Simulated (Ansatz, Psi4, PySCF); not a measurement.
CH$_{3}$Cd (SMILES [CH3][Cd+]), charge +1, singlet, geometry from GFN2-xTB (such geometries of metal compounds can be far from the true shape) (core potentials on Cd). Base run: PySCF with BLYP/def2-SVP.

PySCF was given this input:
```python
from pyscf import gto, scf, dft

mol = gto.M(
    atom='''
Cd   -0.24990741   -0.15685804   -0.19594938
C     1.26333355    0.79294976    0.99056455
H     1.79956127   -0.02050473    1.49205259
H     0.72593198    1.44551340    1.68777248
H     1.89006125    1.34647864    0.28235779
''',
    basis='def2-svp',
    ecp={'Cd': 'def2-svp'},
    charge=1,
    verbose=4,
)

mf = dft.RKS(mol)
mf.xc = 'blyp'
mf.kernel()
```

The same geometry, method and basis name were run in Ansatz (a first-principles code) and Psi4 and PySCF, at each program's defaults and at the settings that a row names. The base is PySCF at its defaults. Differences at the defaults can come from grids, fitting, cores and function types together.

```json
[
 {"code and settings": "PySCF, defaults (exact integrals, its default grid, spherical functions)", "ΔE vs base (mEh)": "0.000", "basis functions": "60", "E (Eh)": "-207.24184", "SCF cycles": "12"},
 {"code and settings": "Psi4, defaults (density fitting with its default set, its default grid, spherical functions)", "ΔE vs base (mEh)": "-0.120", "basis functions": "60", "E (Eh)": "-207.24196", "SCF cycles": "9"},
 {"code and settings": "Ansatz, defaults (factorised integrals, its default grid, spherical functions)", "ΔE vs base (mEh)": "-0.001", "basis functions": "60", "E (Eh)": "-207.24184", "SCF cycles": "-"},
 {"code and settings": "PySCF, density fitting with def2-universal-jkfit", "ΔE vs base (mEh)": "-0.125", "basis functions": "60", "E (Eh)": "-207.24197", "SCF cycles": "12"},
 {"code and settings": "PySCF, fine grid", "ΔE vs base (mEh)": "0.000", "basis functions": "60", "E (Eh)": "-207.24184", "SCF cycles": "12"},
 {"code and settings": "Psi4, exact integrals, spherical functions, fine grid", "ΔE vs base (mEh)": "0.000", "basis functions": "60", "E (Eh)": "-207.24184", "SCF cycles": "12"},
 {"code and settings": "Ansatz, high accuracy", "ΔE vs base (mEh)": "0.000", "basis functions": "60", "E (Eh)": "-207.24184", "SCF cycles": "-"}
]
```
